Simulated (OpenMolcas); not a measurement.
## Multiconfigurational calculation on Ni3+

Input:

```
&GATEWAY
Coord
1

Ni 0.0 0.0 0.0
Basis=ANO-L-VTZP
Group=XYZ
NoMove
AngMom=0.0 0.0 0.0
AMFI
&SEWARD
&RASSCF
FileOrb=start.orb
Symmetry=1
Spin=4
nActEl=7 0 0
Inactive=3 6
Ras2=5 0
CIRoot=10 10 1
SDav=10
CIMx=300
Iter=120 100
PrWF=0.3
OrbListing=Nothing
MaxOrb=0
Atom
>>> COPY $Project.JobIph JOB001
&RASSCF
FileOrb=start.orb
Symmetry=1
Spin=2
nActEl=7 0 0
Inactive=3 6
Ras2=5 0
CIRoot=40 40 1
SDav=40
CIMx=300
Iter=120 100
PrWF=0.3
OrbListing=Nothing
MaxOrb=0
Atom
>>> COPY $Project.JobIph JOB002
&RASSI
NrOfJobIphs=2 10 40
1 2 3 4 5 6 7 8 9 10
1 2 3 4 5 6 7 8 9 10 11 12 13 14 15 16 17 18 19 20 21 22 23 24 25 26 27
28 29 30 31 32 33 34 35 36 37 38 39 40
IphNames
JOB001
JOB002
EJob
SpinOrbit
DIPRint=1.0
SOCoupling=1000.0
Subsets=2
MEES
Property=10
'ANGMOM' 1 'ANGMOM' 2 'ANGMOM' 3 'MLTPL  1' 1 'MLTPL  1' 2 'MLTPL  1' 3
'AMFI' 1 'AMFI' 2 'AMFI' 3 'MLTPL  2' 6
SOProperty=3
'ANGMOM' 1 'ANGMOM' 2 'ANGMOM' 3
```

Launched by
```bash
OMP_NUM_THREADS=1 MOLCAS_MEM=1689 MOLCAS_PROJECT=a pymolcas a.inp > a.log  # once for each step of the input, in one work folder
```

A driver script runs the steps one by one and writes start.orb anew before each from the orbitals found so far.

Output, cut to the results:

```
--- SEWARD ---
Basis set label: NI.ANO-L...6S5P3D2F1G.

      Electronic valence basis set:
      ------------------
      Associated Effective Charge  28.000000 au
      Associated Actual Charge     28.000000 au
      Nuclear Model: Point charge

      Shell  nPrim  nBasis  Cartesian Spherical Contaminant
         s      21       6        X
         p      15       5        X
         d      10       3                 X
         f       6       2                 X
         g       4       1                 X
                  Atomic mean-field integrals
--- RASSCF ---
Wave function specifications:
      -----------------------------

      Number of closed shell electrons          18
      Number of electrons in active shells       7
      Max number of holes in RAS1 space          0
      Max nr of electrons in RAS3 space          0
      Number of inactive orbitals                9
      Number of active orbitals                  5
      Number of secondary orbitals              45
      Spin quantum number                      1.5
      State symmetry                             1
Orbital specifications:
      -----------------------

      Symmetry species                           1   2
                                                ag  au
      Frozen orbitals                            0   0
      Inactive orbitals                          3   6
      Active orbitals                            5   0
      RAS1 orbitals                              0   0
      RAS2 orbitals                              5   0
      RAS3 orbitals                              0   0
      Secondary orbitals                        22  23
      Deleted orbitals                           0   0
      Number of basis functions                 30  29
      Number of CSFs                            10
      Number of root(s) required                10
      Iter CI   SX   CI       RASSCF       Energy    max ROT     max BLB   max BLB  Level Ln srch  Step   QN
          iter iter root      energy       change     param      element    value   shift minimum  type update
 Nr of preliminary CI iterations:   1
      Total energies have been shifted. Add                -1000.00 au
        1   1    8    0  -504.20945457    0.00E+00  -1.79E-01*   6  14 1  6.70E-01*  0.00   0.00    SX    NO
        2   1    8    0  -504.66730886   -4.58E-01* -5.73E-02    3  11 1 -3.27E-01*  0.00   0.00    SX    NO
        3   1    8    0  -504.73166346   -6.44E-02*  4.62E-02    5  11 2 -1.70E-01*  0.00   0.00    SX    NO
        4   1    8    0  -504.75327907   -2.16E-02*  3.21E-02    6  12 2  1.31E-01*  0.00   0.00    SX    NO
        5   1    8    0  -504.76262886   -9.35E-03*  1.27E-02    5  11 2 -9.48E-02*  0.00   0.57    LS   YES
        6   1    7    0  -504.77439012   -1.18E-02* -1.73E-03    4  12 1  6.53E-03*  0.00   1.08    QN   YES
        7   1    6    0  -504.77445826   -6.81E-05*  4.24E-05    4  10 2  4.43E-04*  0.00   0.99    QN   YES
        8   1    5    0  -504.77445841   -1.44E-07*  6.36E-06    3  11 1 -6.84E-05   0.00   1.13    QN   YES
        9   1    3    0  -504.77445841   -3.28E-09   3.12E-07    8  16 1  1.01E-06   0.00   1.01    QN   YES
      Convergence after  9 iterations
       10   1    3    0  -504.77445841   -4.09E-12   3.12E-07    6  15 2  6.22E-08   0.00   1.01    QN   YES
      Natural orbitals and occupation numbers for root  1
      sym 1:   1.938253   1.061747   1.061747   1.938253   1.000000
      Natural orbitals and occupation numbers for root  2
      sym 1:   1.000000   1.863193   1.136807   1.136807   1.863193
      Natural orbitals and occupation numbers for root  3
      sym 1:   1.886525   1.000000   1.886525   1.113475   1.113475
::    RASSCF root number  1 Total energy:  -1504.80361060
::    RASSCF root number  2 Total energy:  -1504.80361060
::    RASSCF root number  3 Total energy:  -1504.80361060
::    RASSCF root number  4 Total energy:  -1504.80361060
::    RASSCF root number  5 Total energy:  -1504.80361060
::    RASSCF root number  6 Total energy:  -1504.80361060
::    RASSCF root number  7 Total energy:  -1504.80361060
::    RASSCF root number  8 Total energy:  -1504.70643664
::    RASSCF root number  9 Total energy:  -1504.70643664
::    RASSCF root number 10 Total energy:  -1504.70643664
--- RASSCF ---
Wave function specifications:
      -----------------------------

      Number of closed shell electrons          18
      Number of electrons in active shells       7
...
--- RASSI ---
SPIN-FREE ENERGIES:
  (Shifted by EMIN (a.u.) =      -1504.8036106006)

 SF State       Relative EMIN(au)   Rel lowest level(eV)    D:o, cm**(-1)      L_eff

     1             0.0000000000        0.0000000000              0.0000         3.0
     2             0.0000000000        0.0000000000              0.0000         3.0
     3             0.0000000000        0.0000000000              0.0000         3.0
     4             0.0000000000        0.0000000000              0.0000         3.0
     5             0.0000000000        0.0000000000              0.0000         3.0
     6             0.0000000000        0.0000000000              0.0000         3.0
     7             0.0000000000        0.0000000000              0.0000         3.0
     8             0.0971739652        2.6442382992          21327.2202         1.0
     9             0.0971739652        2.6442382992          21327.2202         1.0
    10             0.0971739652        2.6442382992          21327.2202         1.0
    11             0.0980525702        2.6681463593          21520.0517         4.0
    12             0.0980525702        2.6681463593          21520.0517         4.0
    13             0.0980525702        2.6681463593          21520.0517         4.0
    14             0.0980525702        2.6681463593          21520.0517         4.0
    15             0.0980525702        2.6681463593          21520.0517         4.0
    16             0.0980525702        2.6681463593          21520.0517         4.0
    17             0.0980525702        2.6681463593          21520.0517         4.0
    18             0.0980525702        2.6681463593          21520.0517         4.0
    19             0.0980525702        2.6681463593          21520.0517         4.0
    20             0.1303079172        3.5458590656          28599.2821         4.8
    21             0.1303079172        3.5458590656          28599.2821         3.7
...
```

Levels above the lowest, from the spin-orbit matrix, grouped by J:

```json
{"Configuration": "3d⁷", "Term": "⁴F", "J": "9/2", "E (cm⁻¹)": "0.0", "Measured (cm⁻¹)": "0.0", "g": "1.333", "Term weight %": "100"}
{"Configuration": "3d⁷", "Term": "⁴F", "J": "7/2", "E (cm⁻¹)": "1191", "Measured (cm⁻¹)": "1190", "g": "1.238", "Term weight %": "100"}
{"Configuration": "3d⁷", "Term": "⁴F", "J": "5/2", "E (cm⁻¹)": "2060", "Measured (cm⁻¹)": "2042", "g": "1.029", "Term weight %": "100"}
{"Configuration": "3d⁷", "Term": "⁴F", "J": "3/2", "E (cm⁻¹)": "2655", "Measured (cm⁻¹)": "2621", "g": "0.400", "Term weight %": "100"}
{"Configuration": "3d⁷", "Term": "⁴P", "J": "5/2", "E (cm⁻¹)": "22105", "Measured (cm⁻¹)": "18119", "g": "1.600", "Term weight %": "100"}
{"Configuration": "3d⁷", "Term": "²G", "J": "9/2", "E (cm⁻¹)": "22154", "Measured (cm⁻¹)": "19830", "g": "1.107", "Term weight %": "97"}
{"Configuration": "3d⁷", "Term": "⁴P", "J": "3/2", "E (cm⁻¹)": "22470", "Measured (cm⁻¹)": "18367", "g": "1.717", "Term weight %": "96"}
{"Configuration": "3d⁷", "Term": "⁴P", "J": "1/2", "E (cm⁻¹)": "23051", "Measured (cm⁻¹)": "18958", "g": "2.637", "Term weight %": "98"}
{"Configuration": "3d⁷", "Term": "²G", "J": "7/2", "E (cm⁻¹)": "23297", "Measured (cm⁻¹)": "20948", "g": "0.889", "Term weight %": "100"}
{"Configuration": "3d⁷", "Term": "²P", "J": "3/2", "E (cm⁻¹)": "29229", "Measured (cm⁻¹)": "23649", "g": "1.272", "Term weight %": "82"}
{"Configuration": "3d⁷", "Term": "²H", "J": "11/2", "E (cm⁻¹)": "29431", "Measured (cm⁻¹)": "26649", "g": "1.091", "Term weight %": "100"}
{"Configuration": "3d⁷", "Term": "²P", "J": "1/2", "E (cm⁻¹)": "30440", "Measured (cm⁻¹)": "24651", "g": "0.700", "Term weight %": "98"}
{"Configuration": "3d⁷", "Term": "²H", "J": "9/2", "E (cm⁻¹)": "30453", "Measured (cm⁻¹)": "27678", "g": "0.913", "Term weight %": "98"}
{"Configuration": "3d⁷", "Term": "²D(1)", "J": "5/2", "E (cm⁻¹)": "31892", "Measured (cm⁻¹)": "27096", "g": "1.201", "Term weight %": "100"}
{"Configuration": "3d⁷", "Term": "²D(1)", "J": "3/2", "E (cm⁻¹)": "33703", "Measured (cm⁻¹)": "28778", "g": "0.878", "Term weight %": "85"}
{"Configuration": "3d⁷", "Term": "²F", "J": "5/2", "E (cm⁻¹)": "50759", "Measured (cm⁻¹)": "43438", "g": "0.857", "Term weight %": "100"}
{"Configuration": "3d⁷", "Term": "²F", "J": "7/2", "E (cm⁻¹)": "51262", "Measured (cm⁻¹)": "43859", "g": "1.143", "Term weight %": "100"}
{"Configuration": "3d⁷", "Term": "²D(2)", "J": "3/2", "E (cm⁻¹)": "79196", "Measured (cm⁻¹)": "67360", "g": "0.800", "Term weight %": "100"}
{"Configuration": "3d⁷", "Term": "²D(2)", "J": "5/2", "E (cm⁻¹)": "79768", "Measured (cm⁻¹)": "67990", "g": "1.200", "Term weight %": "100"}
```

Against the 18 measured excited levels shown (Corliss and Sugar, J. Phys. Chem. Ref. Data 10, 197 (1981)) the mean absolute deviation is 4500 cm-1; the largest miss in energy is 3d⁷ ²D_3/2(2): computed 79196, measured 67360 cm⁻¹ (+17.6 %), and the largest in proportion 3d⁷ ²P_3/2 (+23.6 %).

Without dynamic correlation excited terms often stand tens of per cent too high (terms of higher spin than the ground term too low), and those without a measured partner can miss by more than the paired ones. Computed and measured levels are paired by configuration, term and J; levels that our copy of the source lacks, or whose pairing is in doubt (as where it misses far off the trend of its configuration), stay unpaired and out of the deviations. Only configurations of the active space appear.

The term weight is that of the spin-free term in the level, not the purity of its configuration. A number in round brackets counts repeated terms of one configuration in the order of the reference energies.
